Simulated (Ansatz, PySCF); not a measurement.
Gas-phase reaction R1 + R2 → P1 + P2, each structure at its B3LYP-D3(BJ)/def2-TZVP stationary point, reached from a drawn start (curvature not checked).
R1, Cl2MoO2 (SMILES [O]=[Mo](=[O])([Cl])[Cl]) (charge 0, multiplicity 1, Z-matrix in Å and degrees):
```
Mo
O 1 1.6768
O 1 1.6768 2 107.04
Cl 1 2.2587 2 109.59 3 -118.78
Cl 1 2.2587 2 109.59 3 118.78
```
P1, ClHMoO2 (SMILES [O]=[MoH](=[O])[Cl]) (charge 0, multiplicity 1):
```xyz
5

Mo     0.06727     0.01369    -0.01369
O      1.03587     1.07334     0.85562
O      1.03587    -0.85562    -1.07334
H     -0.84993     1.03298    -1.03298
Cl    -1.28898    -1.26428     1.26428
```
R2, H2 (SMILES [H][H]) (charge 0, multiplicity 1):
```xyz
2

H      0.00000     0.00000     0.37199
H      0.00000     0.00000    -0.37199
```
P2: HCl (SMILES Cl), charge 0, multiplicity 1.

P less R. No zero-point or thermal terms; no spin–orbit coupling.

Cores are frozen in the correlated methods.

The values were computed with Ansatz (a first-principles code); PySCF for the D3/D4 terms. No computed number here is a measurement. Elements past Kr take the def2 small-core potentials, without spin–orbit coupling.

```csv
level,reaction energy (kcal/mol)
HF/def2-SVP,18.00
HF/def2-TZVPP,20.42
revPBE-D4/def2-TZVPP,30.96
PBE0-D3(BJ)/def2-TZVPP,28.06
PBE0-D4/def2-TZVPP,28.09
BHLYP/def2-TZVPP,24.61
CAM-B3LYP/def2-TZVPP,25.21
MP2/def2-TZVPP,34.42
SCS-MP2/def2-SVP,…
```

Complete the blanks.


- SCS-MP2/def2-SVP, reaction energy (kcal/mol): 30.38
